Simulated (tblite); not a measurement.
Cl₃OSi (SMILES [O][Si](Cl)(Cl)Cl), doublet, at a GFN2-xTB geometry; GFN1-xTB in tblite.

Here is a job for tblite.
```
$ tblite run mol.xyz --method gfn1 --charge 0 --spin 1 --spin-polarized --json tblite.json --no-restart

# file mol.xyz
5

O      0.04499171    -0.01008436     1.97947072
Si     0.01040947    -0.00233316     0.45797863
Cl     1.75812921    -0.61413173    -0.47955100
Cl    -0.36011251     1.84200798    -0.41889240
Cl    -1.42776177    -1.22120924    -0.41023111
```

It wrote (shortened):

```
xTB calculator
 | screened Coulomb repulsion
 | Coulomb electrostatics
 |  * isotropic Klopman-Ohno-Mataga-Nishimoto electrostatics
 |  * onsite third-order electrostatics
 | DFT-D3(BJ) dispersion correction
 | Interactions (1)
 | [1] spin polarization

halogen bonding energy    0.0000000000000E+00 Eh
repulsion energy          6.4682403461590E-02 Eh
dispersion energy        -2.7363875483598E-03 Eh
interaction energy        0.0000000000000E+00 Eh
number of electrons       3.1000000000000E+01 e
integral cutoff           2.8146159136829E+01 bohr

------------------------------------------------------------
  cycle        total energy    energy error   density error
------------------------------------------------------------
      1     -19.25360531019  -1.9315551E+01   4.6466423E-01
      2     -19.44557680994  -1.9197150E-01   2.4459478E-01
      3     -19.43655924201   9.0175679E-03   1.8114440E-01
      4     -19.43119006242   5.3691796E-03   1.1829049E-01
      5     -19.47089935732  -3.9709295E-02   5.7583269E-02
      6     -19.46716276648   3.7365908E-03   6.1808202E-02
      7     -19.47318969669  -6.0269302E-03   3.6468315E-02
      8     -19.47715549025  -3.9657936E-03   4.7252875E-03
      9     -19.47709050772   6.4982526E-05   6.2140207E-03
     10     -19.47722064675  -1.3013903E-04   6.8156969E-04
     11     -19.47722121008  -5.6332531E-07   4.5526216E-04
     12     -19.47722154660  -3.3652125E-07   2.6861366E-04
     13     -19.47722175283  -2.0623226E-07   1.8090250E-04
     14     -19.47722182634  -7.3513725E-08   1.9295846E-05
------------------------------------------------------------

electronic energy        -1.9539167842258E+01 Eh
total energy             -1.9477221826344E+01 Eh

Post processing:
 | Mayer-Wiberg bond orders

[Info] JSON dump of results written to 'tblite.json'
```
